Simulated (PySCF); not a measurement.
Sn(F)2(Br)(OH), SMILES [OH][Sn]([F])([F])[Br] at its PBE0/def2-SVP optimised geometry (Å):

```
6

O      1.1248    -0.9027     0.0000
Sn    -0.8263    -0.9027     0.0000
F     -1.4606    -1.6130    -1.6666
F     -1.4768     0.9027     0.0000
Br    -1.7248    -2.1443     1.8903
H      1.4768    -0.4756    -0.7931
```

Calculation: PySCF with PBE0/def2-TZVP, def2 effective core potentials past Kr. The core electrons that the potentials of Sn replace are not part of the density.

Map of the electron localisation function on the plane z = 0.6 Å:

```
|00000000000000000000000000000|
|00000000000000000000000000000|
|00000000000000000000000000000|
|00000000000000000000000000000|
|00000000000000000000000000000|
|00000001111000000000000000000|
|00000122332210000000000000000|
|00001245555321000000000000000|
|00012467877531000000000000000|
|00024678998641000000000000000|
|00124689998741000000000000000|
|00024689998631000011110000000|
|00013578886420000233321000000|
|00001356653211012456542100000|
|00000122211111124677764210000|
|00000011112221136899875310000|
|00000011124542137999986420000|
|00000121246652137999997521000|
|00112222246752136899997521000|
|01223442224542125789987521000|
|12344554222221114688886420000|
|13455666532211112467765310000|
|23456677654321000245553210000|
|23567777765421000023332100000|
|13567777765421000001110000000|
|13466777765421000000000000000|
|12456677665321000000000000000|
|01245666654320000000000000000|
|00123455443210000000000000000|
```
Scale: ten equal steps from 0.000 (start of '0') to 0.899 (end of '9'), in the order '0123456789'; x runs from -3.50 to 3.50, y from -3.50 (bottom) to 3.50 (top).
